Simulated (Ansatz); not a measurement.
Reaction (formal exchange of groups at the Sn–F bond): `[CH3][SnH2][F]` + `CC(O)(F)C=O` → `[CH3][SnH2][CH]=O` + `CC(O)(F)F`

Gas-phase electronic energies from Ansatz, PBE0-D4/def2-TZVP geometries. CBS: MP2 limit from def2 TZ/QZ plus the TZ coupled-cluster correction, frozen cores. Elements past krypton have def2 core potentials. For Sn outer-core shells are correlated without core-valence functions, which leaves a few kJ/mol of doubt a bond. Each species was taken in one conformer, which may not be the lowest.

`[CH3][SnH2][F]`:

```xyz
8

C    -0.635    0.133   -0.968
Sn    0.623   -0.019    0.737
F    -0.328   -1.206    1.927
H    -0.758   -0.853   -1.416
H    -1.609    0.514   -0.664
H    -0.197    0.809   -1.703
H     0.792    1.426    1.628
H     2.111   -0.805    0.458
```

`CC(O)(F)C=O`:

Cartesian coordinates in Å:
```
C 0.408 0.762 0.998
C 0.067 0.197 -0.353
O -0.991 0.841 -0.907
F 1.200 0.324 -1.171
C -0.166 -1.317 -0.352
O -1.128 -1.799 -0.877
H 1.295 0.275 1.404
H 0.606 1.829 0.889
H -0.431 0.627 1.682
H -1.482 0.191 -1.434
H 0.623 -1.930 0.120
```

`[CH3][SnH2][CH]=O`:

```xyz
10

C     0.340   -0.196    1.576
Sn   -0.459   -0.647   -0.350
C     0.096    1.050   -1.653
O     0.835    1.908   -1.258
H     0.436   -1.103    2.173
H     1.322    0.260    1.449
H    -0.312    0.507    2.092
H     0.215   -2.078   -1.005
H    -2.163   -0.811   -0.332
H    -0.311    1.111   -2.692
```

`CC(O)(F)F`:

```xyz
9

C     0.969    0.123    0.364
C    -0.394   -0.228   -0.149
O    -1.121    0.884   -0.413
F    -0.300   -0.999   -1.273
F    -1.057   -1.015    0.748
H     0.871    0.701    1.282
H     1.495    0.715   -0.384
H     1.523   -0.793    0.564
H    -1.986    0.611   -0.740
```

| species | HF/def2-QZVPP energy (Eh) |
| --- | --- |
| `[CH3][SnH2][F]` | -353.65719 |
| `CC(O)(F)C=O` | -365.84591 |
| `[CH3][SnH2][CH]=O` | -367.46619 |
| `CC(O)(F)F` | -351.99906 |

(1) Work out ΔE.

Largest T1 diagnostic among the species: 0.015.

Results:

(1) ΔE = (-367.46619) + (-351.99906) − (-353.65719) − (-365.84591) = 0.03785 Eh = +23.8 kcal/mol. CCSD(T)/CBS gives +24.7 kcal/mol.
